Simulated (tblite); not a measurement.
A geometry optimisation, step by step.

Compound: C₆H₁₀Si.
Bonds: C1–C2 (double), C2–C3, C2–C4, C4–C5 (triple), C5–C6, C6–Si7. Hydrogens: H8, H9 on C1; H10, H11, H12 on C3; H13, H14 on C6; H15, H16, H17 on Si7.

Computed with GFN2-xTB (tblite), gas phase: L-BFGS steps from a force-field or distance-geometry start until the largest atomic force falls under 0.01 eV/Å. 8 of its 139 geometries are shown.

Step 0: E = -532.6740 eV, largest atomic force 1.844 eV/Å
```
atom  x, y, z in Å  |  force x, y, z in eV/Å
C1     -2.239    1.780    0.310   -0.979   0.448   0.208
C2     -1.838    0.615   -0.160    1.772  -0.507  -0.071
C3     -2.749   -0.495   -0.520   -0.947  -0.340  -0.644
C4     -0.428    0.360   -0.321    0.212  -0.055  -0.077
C5      0.759    0.153   -0.443    0.027   0.169  -0.455
C6      2.196   -0.076   -0.643   -0.908  -0.296  -0.610
Si7     3.122    0.147    0.970    0.320  -0.083   1.060
H8     -3.320    1.915    0.413    0.517   0.328   0.105
H9     -1.571    2.583    0.584   -0.157  -0.121  -0.069
H10    -3.763   -0.246   -0.130    0.631  -0.466  -0.259
H11    -2.398   -1.470   -0.143   -0.213   0.490  -0.040
H12    -2.830   -0.590   -1.634    0.096   0.072   0.803
H13     2.328   -1.125   -0.978   -0.100   0.542  -0.077
H14     2.636    0.597   -1.407   -0.586  -0.353   0.222
H15     2.207    0.567    2.060    0.290  -0.056  -0.285
H16     3.691   -1.177    1.297    0.010   0.218   0.072
H17     4.190    1.123    0.736    0.014   0.008   0.117
```

Step 20: E = -532.8512 eV, largest atomic force 0.055 eV/Å
```
atom  x, y, z in Å  |  force x, y, z in eV/Å
C1     -2.247    1.785    0.315   -0.002   0.015  -0.001
C2     -1.817    0.617   -0.157   -0.002   0.017   0.014
C3     -2.743   -0.503   -0.536    0.005  -0.002  -0.001
C4     -0.433    0.369   -0.335    0.042  -0.010  -0.013
C5      0.741    0.147   -0.487   -0.055  -0.001   0.000
C6      2.152   -0.098   -0.651    0.002   0.008  -0.003
Si7     3.128    0.126    0.992   -0.010  -0.004  -0.022
H8     -3.296    1.984    0.459    0.014  -0.007  -0.006
H9     -1.563    2.578    0.567   -0.004  -0.004   0.009
H10    -3.749   -0.312   -0.168    0.022   0.004  -0.008
H11    -2.383   -1.446   -0.128   -0.011  -0.007  -0.003
H12    -2.783   -0.601   -1.622    0.024  -0.013   0.015
H13     2.293   -1.109   -1.043   -0.004   0.003   0.027
H14     2.538    0.592   -1.405    0.001   0.019   0.004
H15     2.231    0.580    2.051   -0.009   0.005  -0.002
H16     3.730   -1.158    1.359   -0.003  -0.016   0.001
H17     4.192    1.112    0.779   -0.010  -0.005  -0.011
```

Step 39: E = -532.8542 eV, largest atomic force 0.058 eV/Å
```
atom  x, y, z in Å  |  force x, y, z in eV/Å
C1     -2.252    1.791    0.331   -0.011   0.000   0.012
C2     -1.812    0.626   -0.141    0.001   0.012   0.007
C3     -2.717   -0.506   -0.530   -0.015  -0.004  -0.007
C4     -0.427    0.385   -0.317    0.047  -0.006  -0.033
C5      0.738    0.147   -0.504   -0.034   0.025   0.024
C6      2.148   -0.094   -0.670    0.003  -0.001   0.002
Si7     3.107    0.119    0.984   -0.006  -0.002  -0.039
H8     -3.303    1.983    0.465    0.001  -0.009   0.001
H9     -1.575    2.585    0.597   -0.004  -0.012  -0.011
H10    -3.744   -0.300   -0.238    0.000   0.013  -0.003
H11    -2.388   -1.431   -0.057   -0.006  -0.001   0.002
H12    -2.680   -0.654   -1.610    0.002  -0.011   0.009
H13     2.292   -1.102   -1.068    0.007   0.014   0.012
H14     2.537    0.606   -1.415   -0.008  -0.006   0.011
H15     2.212    0.594    2.036   -0.020   0.012  -0.003
H16     3.674   -1.175    1.364    0.018  -0.027   0.007
H17     4.183    1.087    0.763    0.025   0.001   0.008
```

Step 59: E = -532.8574 eV, largest atomic force 0.042 eV/Å
```
atom  x, y, z in Å  |  force x, y, z in eV/Å
C1     -2.267    1.783    0.351    0.001  -0.004  -0.021
C2     -1.812    0.633   -0.142    0.018  -0.017   0.003
C3     -2.704   -0.511   -0.525   -0.008  -0.012  -0.006
C4     -0.426    0.409   -0.332   -0.002   0.006  -0.004
C5      0.740    0.178   -0.520    0.040  -0.006   0.012
C6      2.151   -0.069   -0.685   -0.010   0.003  -0.006
Si7     3.103    0.108    0.976   -0.017  -0.015  -0.034
H8     -3.320    1.951    0.499   -0.020   0.008   0.002
H9     -1.604    2.589    0.615    0.013   0.000   0.007
H10    -3.748   -0.260   -0.352    0.003  -0.011   0.005
H11    -2.447   -1.397    0.057   -0.013   0.017  -0.004
H12    -2.566   -0.757   -1.578   -0.004   0.004   0.008
H13     2.290   -1.073   -1.095   -0.001   0.023   0.002
H14     2.548    0.638   -1.419   -0.017  -0.004   0.017
H15     2.208    0.634    2.002    0.007   0.014   0.010
H16     3.610   -1.207    1.371   -0.008  -0.030   0.013
H17     4.237    1.011    0.768    0.017   0.025  -0.003
```

Step 79: E = -532.8687 eV, largest atomic force 0.120 eV/Å
```
atom  x, y, z in Å  |  force x, y, z in eV/Å
C1     -2.279    1.746    0.329    0.007   0.003   0.023
C2     -1.826    0.585   -0.138    0.019   0.013  -0.051
C3     -2.729   -0.553   -0.511    0.041   0.027   0.020
C4     -0.437    0.366   -0.313   -0.084   0.040   0.048
C5      0.743    0.203   -0.483    0.116   0.018  -0.027
C6      2.162    0.059   -0.685   -0.041   0.000  -0.011
Si7     3.135    0.079    0.970   -0.022  -0.004  -0.055
H8     -3.331    1.932    0.455   -0.039  -0.009   0.000
H9     -1.611    2.542    0.608    0.034   0.035  -0.007
H10    -3.760   -0.213   -0.554   -0.050  -0.042  -0.003
H11    -2.644   -1.341    0.234   -0.028  -0.077   0.047
H12    -2.444   -0.977   -1.472    0.003   0.028  -0.042
H13     2.347   -0.878   -1.220    0.046   0.050   0.008
H14     2.502    0.878   -1.328   -0.007  -0.044   0.034
H15     2.407    0.842    1.983    0.005  -0.013  -0.033
H16     3.320   -1.308    1.397   -0.008  -0.008   0.052
H17     4.439    0.698    0.718    0.008  -0.018  -0.004
```

Step 99: E = -532.8852 eV, largest atomic force 0.086 eV/Å
```
atom  x, y, z in Å  |  force x, y, z in eV/Å
C1     -2.305    1.726    0.308   -0.009  -0.028   0.052
C2     -1.827    0.562   -0.130   -0.008   0.004   0.022
C3     -2.710   -0.599   -0.484   -0.011   0.034   0.002
C4     -0.434    0.371   -0.294    0.001   0.073  -0.013
C5      0.751    0.272   -0.478    0.023  -0.036  -0.043
C6      2.171    0.172   -0.690    0.016   0.026  -0.030
Si7     3.132    0.021    0.959   -0.018   0.036  -0.001
H8     -3.363    1.883    0.438   -0.002   0.012  -0.031
H9     -1.658    2.546    0.568    0.005  -0.019  -0.016
H10    -3.731   -0.253   -0.627   -0.049  -0.046  -0.024
H11    -2.706   -1.338    0.318    0.047  -0.012   0.022
H12    -2.360   -1.088   -1.391   -0.008   0.023  -0.001
H13     2.387   -0.668   -1.355   -0.004  -0.053   0.067
H14     2.508    1.075   -1.207   -0.019   0.041   0.001
H15     2.624    1.030    1.891    0.037  -0.029  -0.026
H16     2.973   -1.318    1.526   -0.027  -0.013  -0.014
H17     4.540    0.269    0.638    0.027  -0.013   0.032
```

Step 118: E = -532.9081 eV, largest atomic force 0.043 eV/Å
```
atom  x, y, z in Å  |  force x, y, z in eV/Å
C1     -2.376    1.738    0.302    0.002  -0.009   0.010
C2     -1.822    0.610   -0.138    0.003   0.030  -0.001
C3     -2.608   -0.629   -0.453   -0.002   0.009  -0.026
C4     -0.424    0.504   -0.334    0.033  -0.009   0.021
C5      0.759    0.375   -0.521   -0.033   0.000  -0.008
C6      2.178    0.232   -0.714   -0.008   0.009   0.009
Si7     3.075   -0.016    0.959    0.017  -0.022  -0.006
H8     -3.438    1.820    0.456   -0.028  -0.005  -0.011
H9     -1.786    2.610    0.527    0.018  -0.002  -0.009
H10    -3.675   -0.429   -0.411   -0.033  -0.001   0.027
H11    -2.365   -1.416    0.260    0.002  -0.016   0.019
H12    -2.353   -0.994   -1.447    0.005  -0.002  -0.019
H13     2.365   -0.623   -1.369    0.012   0.012   0.002
H14     2.559    1.124   -1.217    0.029   0.002  -0.005
H15     2.886    1.161    1.804   -0.013   0.028  -0.009
H16     2.515   -1.197    1.614    0.017  -0.019   0.006
H17     4.501   -0.207    0.673   -0.022  -0.006   0.000
```

Step 138: E = -532.9106 eV, largest atomic force 0.010 eV/Å
```
atom  x, y, z in Å  |  force x, y, z in eV/Å
C1     -2.374    1.741    0.283    0.001   0.001   0.000
C2     -1.825    0.606   -0.142   -0.005  -0.004  -0.002
C3     -2.620   -0.628   -0.455   -0.005  -0.003   0.008
C4     -0.425    0.491   -0.327    0.000   0.000   0.003
C5      0.758    0.368   -0.511    0.004   0.001  -0.001
C6      2.178    0.228   -0.700    0.004  -0.001  -0.001
Si7     3.084   -0.018    0.969   -0.007  -0.002   0.001
H8     -3.438    1.834    0.422   -0.004  -0.003   0.003
H9     -1.778    2.610    0.503    0.003   0.007  -0.003
H10    -3.681   -0.453   -0.291   -0.003   0.002  -0.004
H11    -2.295   -1.454    0.176    0.007   0.000   0.001
H12    -2.464   -0.923   -1.492    0.002   0.005  -0.001
H13     2.369   -0.625   -1.357    0.007  -0.002   0.000
H14     2.564    1.120   -1.200   -0.003   0.000  -0.002
H15     2.889    1.170    1.800   -0.002   0.006   0.001
H16     2.545   -1.200    1.640   -0.001  -0.009  -0.002
H17     4.506   -0.206    0.672    0.003   0.002   0.000
```

Task: Summarise the path.

Result: The energy falls by 5.46 kcal/mol from step 0 to step 138; nine tenths of that is first reached at step 100. It rises by more than 0.2 meV at step 102. The largest force goes from 1.844 to 0.010 eV/Å. Among the bonds C6–Si7 changes most, from 1.874 to 1.914 Å; the atoms move by 0.579 Å rms after alignment.

Task: Follow the three bonds and two angles with the largest change from start to end.

Result: 
| step | E above end (kcal/mol) | largest force (eV/Å) | C6–Si7 (Å) | C3–H12 (Å) | C5–C6 (Å) | C2–C1–H8 (°) | C5–C6–H14 (°) |
| --- | --- | --- | --- | --- | --- | --- | --- |
| 0 | 5.46 | 1.844 | 1.874 | 1.121 | 1.469 | 116.3 | 112.8 |
| 6 | 1.78 | 0.163 | 1.913 | 1.090 | 1.439 | 120.7 | 109.6 |
| 12 | 1.44 | 0.175 | 1.928 | 1.091 | 1.440 | 121.1 | 108.4 |
| 18 | 1.38 | 0.055 | 1.921 | 1.091 | 1.442 | 121.4 | 108.5 |
| 24 | 1.36 | 0.056 | 1.922 | 1.090 | 1.441 | 121.5 | 108.5 |
| 30 | 1.34 | 0.064 | 1.922 | 1.091 | 1.440 | 121.6 | 108.3 |
| 36 | 1.32 | 0.034 | 1.922 | 1.091 | 1.440 | 121.6 | 108.5 |
| 42 | 1.29 | 0.060 | 1.921 | 1.090 | 1.440 | 121.5 | 108.7 |
| 48 | 1.26 | 0.042 | 1.923 | 1.090 | 1.441 | 121.4 | 108.6 |
| 54 | 1.24 | 0.048 | 1.921 | 1.090 | 1.440 | 121.4 | 108.7 |
| 60 | 1.22 | 0.046 | 1.923 | 1.090 | 1.441 | 121.5 | 108.9 |
| 66 | 1.20 | 0.028 | 1.922 | 1.090 | 1.441 | 121.6 | 108.7 |
| 72 | 1.15 | 0.100 | 1.920 | 1.091 | 1.438 | 121.1 | 108.4 |
| 78 | 1.00 | 0.176 | 1.921 | 1.086 | 1.442 | 121.7 | 108.3 |
| 84 | 0.85 | 0.047 | 1.917 | 1.089 | 1.441 | 122.1 | 107.8 |
| 90 | 0.75 | 0.073 | 1.917 | 1.089 | 1.440 | 121.4 | 108.3 |
| 96 | 0.65 | 0.061 | 1.915 | 1.090 | 1.440 | 121.4 | 108.3 |
| 102 | 0.59 | 0.312 | 1.917 | 1.087 | 1.440 | 121.2 | 108.4 |
| 108 | 0.22 | 0.060 | 1.914 | 1.087 | 1.440 | 121.3 | 108.9 |
| 114 | 0.11 | 0.073 | 1.915 | 1.088 | 1.440 | 121.4 | 109.1 |
| 120 | 0.05 | 0.050 | 1.913 | 1.089 | 1.439 | 121.4 | 109.0 |
| 126 | 0.02 | 0.029 | 1.914 | 1.090 | 1.440 | 121.5 | 109.2 |
| 132 | 0.01 | 0.018 | 1.914 | 1.089 | 1.439 | 121.5 | 109.2 |
| 138 | 0.00 | 0.010 | 1.914 | 1.090 | 1.439 | 121.5 | 109.2 |

The cost below is that of the whole relaxation. On one thread, Intel Xeon at 2.50 GHz (x86_64) (shared host), this took 2.4 s.
